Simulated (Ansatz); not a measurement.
Reactions of ClGeH$_{5}$OSi, SMILES `[SiH3][O][GeH2][Cl]`.

Calculated with Ansatz (gas phase, PBE0-D4/def2-TZVP geometries, no zero-point term in ΔE). CCSD(T)/CBS is the MP2 limit (def2-TZVPP, def2-QZVPP) plus CCSD(T) − MP2 in def2-TZVPP, frozen cores. This one scheme is used for every species, atoms too. DFT in def2-TZVPP. B3LYP here is the variant with VWN-RPA as its local correlation; programs differ in this. No spin–orbit coupling; open shells (•) take unrestricted orbitals. Spin–orbit coupling would lower the free atoms: a little for Cl. For Ge outer-core shells are correlated without core-valence functions, so the limit isn't a true one: a few kJ/mol of doubt a bond, and 10 to 20 or more in all where bonds break to atoms. Scalar relativity is left out up to krypton. One conformer a species, not always the lowest.

```csv
reaction,ωB97M-V (kJ/mol),B3LYP-D4 (kJ/mol),CCSD(T)/CBS(def2) (kJ/mol)
`[SiH3][O][GeH2][Cl]` + H₂ → `[Cl][GeH3]` + `O[SiH3]`,28,32,31
`[SiH3][O][GeH2][Cl]` + CH₃SH → `C[S][GeH2][Cl]` + `O[SiH3]`,-4,-4,-5
`[SiH3][O][GeH2][Cl]` → Cl• + `[SiH3][O][GeH2]`•,428,409,436
`[SiH3][O][GeH2][Cl]` + H₂S → `[SiH3][O][GeH2][SH]` + HCl,29,28,26
`[SiH3][O][GeH2][Cl]` + SiH₄ → `[SiH3][O][GeH2][SiH3]` + HCl,75,71,69
`[SiH3][O][GeH2][Cl]` + H₂ → `[SiH3][O][GeH3]` + HCl,65,66,64
`[SiH3][O][GeH2][Cl]` + `N[SiH](F)Cl` → `F[SiH](Cl)[NH][GeH2][Cl]` + `O[SiH3]`,27,29,25
`[SiH3][O][GeH2][Cl]` + `O[SiH2]F` → `F[SiH2][O][GeH2][Cl]` + `O[SiH3]`,0,0,1
```

Largest T1 diagnostic: 0.014, for `[SiH3][O][GeH2]`•.
